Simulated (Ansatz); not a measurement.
Reaction 4 R1 → 2 P1 + P2, each structure at its B3LYP-D3(BJ)/def2-SVP stationary point, reached from a drawn start (curvature not checked).
R1, AlBr2 (SMILES [Br][Al][Br]) (charge 0, multiplicity 2):
```xyz
3

Al     0.00369     0.00506    -0.76311
Br     1.97369    -0.00627     0.39110
Br    -1.97739     0.00121     0.37201
```
P1: AlBr (SMILES [Al][Br]), charge 0, multiplicity 1.
P2, Al2Br6 (SMILES [Br][Al-]1([Br])[Br+][Al-]([Br])([Br])[Br+]1) (charge 0, multiplicity 1):
```xyz
8

Al     1.69084    -0.00157     0.00120
Al    -1.69084     0.00156    -0.00097
Br     0.00165     1.77876     0.00512
Br    -0.00166    -1.77878    -0.00212
Br     2.77697    -0.00659     1.96986
Br     2.77615     0.00137    -1.96792
Br    -2.77948    -0.00139     1.96631
Br    -2.77363     0.00665    -1.97147
```

P less R. No zero-point or thermal terms; singlets are restricted closed shells; open shells are unrestricted; no spin–orbit coupling.

Correlated levels freeze the cores. In cc and def2 sets filled d and f shells under p-block atoms count as core.

Codes used: Ansatz (Gaussian basis) for Hartree–Fock, density functionals and correlated methods. No computed number here is a measurement.

Total energies in hartree:

| structure | PBE/def2-TZVPP | B3LYP/def2-TZVPP | CCSD(T)/def2-TZVPP |
|---|---|---|---|
| R1 | -5389.939164 | -5390.923667 | -5387.293292 |
| P1 | -2816.120685 | -2816.694902 | -2814.648400 |
| P2 | -15927.668202 | -15930.458827 | -15920.058584 |

Question: Work out the reaction energy at each level in kJ/mol (1 hartree = 2625.49964 kJ/mol), and say how far PBE/def2-TZVPP lies from CCSD(T)/def2-TZVPP.

Answer: 
- PBE/def2-TZVPP: 2 × (-2816.120685) + (-15927.668202) − 4 × (-5389.939164) = -0.152916 hartree = -401.5 kJ/mol
- B3LYP/def2-TZVPP: 2 × (-2816.694902) + (-15930.458827) − 4 × (-5390.923667) = -0.153963 hartree = -404.2 kJ/mol
- CCSD(T)/def2-TZVPP: 2 × (-2814.648400) + (-15920.058584) − 4 × (-5387.293292) = -0.182216 hartree = -478.4 kJ/mol
PBE/def2-TZVPP less CCSD(T)/def2-TZVPP: 76.9 kJ/mol. CCSD(T)/def2-TZVPP is the level counted from, the highest shown, and no exact or measured value.

Ansatz is a quantum-chemistry and plane-wave program.
